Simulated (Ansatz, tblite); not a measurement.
Removing and adding an electron: the cluster KPbBr3. Charge 0, multiplicity 1. Geometry: B3LYP-D4/def2-SVP. Ansatz, gas phase; energy differences of separate SCF runs; the oxidised species was run as a doublet alone; the reduced species was run as a doublet alone.

```xyz
5

K    -1.367    1.494    0.508
Pb    1.109   -1.212   -0.412
Br    1.369    0.450    1.820
Br    0.478    0.954   -2.061
Br   -1.589   -1.686    0.146
```

In the def2 sets Pb takes a core potential; there is no spin–orbit coupling. The xTB rows come from tblite. HOMO above LUMO, or a gap near zero within one spin, warns that the state may not be the lowest or that an electron is smeared out. The structure comes from a short search, and lower isomers may exist.

```
               level  −HOMO (eV)  vertical IE (eV)  −LUMO (eV)  vertical EA (eV)  HOMO–LUMO gap (eV)  IE − EA (eV)                                                                   remarks
            GFN1-xTB       10.13             12.78        5.35              4.28                4.78          8.50                                                                         –
   PBE-D4/def2-TZVPD        6.17                 –        1.96              0.50                4.20             –  HOMO above zero (-1 doublet), gap within one spin near zero (-1 doublet)
r2SCAN-D4/def2-TZVPD        6.47                 –        1.71              0.37                4.75             –  HOMO above zero (-1 doublet), gap within one spin near zero (-1 doublet)
  PBE0-D4/def2-TZVPD        7.39                 –        1.33              0.39                6.05             –                                              HOMO above zero (-1 doublet)
```

Problem. Estimate the rows for GFN2-xTB, PBE-D4/def2-TZVP, r2SCAN-D4/def2-TZVP, PBE0-D4/def2-TZVP.

Solution. 
```csv
level,−HOMO (eV),vertical IE (eV),−LUMO (eV),vertical EA (eV),HOMO–LUMO gap (eV),IE − EA (eV),remarks
GFN2-xTB,10.78,13.34,7.91,4.46,2.88,8.88,–
PBE-D4/def2-TZVP,6.14,8.57,1.91,–,4.23,–,gap within one spin near zero (+1 doublet)
r2SCAN-D4/def2-TZVP,6.46,8.84,1.68,–,4.78,–,–
PBE0-D4/def2-TZVP,7.37,9.04,1.28,–,6.09,–,–
```

   A HOMO above zero means that the electron is unbound at that level or that self-interaction error raises the level; the energy of removing that electron tells which. Raw xTB energy differences between charge states are shifted by several eV; the methods need an empirical correction for them.
